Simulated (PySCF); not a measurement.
**Dipole response of S⁻ (sulfur, charge -1)**

[Ne] 3s2 3p5, 2P determinant. Computed with PySCF 2.14 in aug-cc-pV(5+d)Z (8s7p6d4f3g2h, 136 functions), with the non-relativistic Hamiltonian (point nucleus). Coupled (time-dependent) response in atomic units; α is the mean over directions.

```tsv
method	mean α (bohr³)	α xx, yy, zz	C₆ (like pair)	S(−4)
r2SCAN0	52.51	40.53, 58.50, 58.50	561.0	1024
```

S(−4) is the Cauchy moment in α(ω) = α(0) + S(−4) ω² + …

α(iu) at r2SCAN0:

| u (hartree) | α(iu) (bohr³) |
| --- | --- |
| 0 | 52.51 |
| 0.0500 | 50.12 |
| 0.100 | 44.55 |
| 0.200 | 32.51 |
| 0.300 | 23.63 |
| 0.500 | 13.58 |
| 0.750 | 7.856 |
| 1.00 | 5.072 |
| 1.50 | 2.602 |
| 2.00 | 1.586 |
| 3.00 | 0.7840 |
| 5.00 | 0.3282 |

For an ion, C₆ is the dispersion term alone; charge-induced terms of lower order in 1/R come first.

The components differ because the open shell of this determinant is not spherical; for a pure term their mean is the scalar polarisability.

The outer electron is barely bound at this level, so radii and moments hang on the diffuse functions.
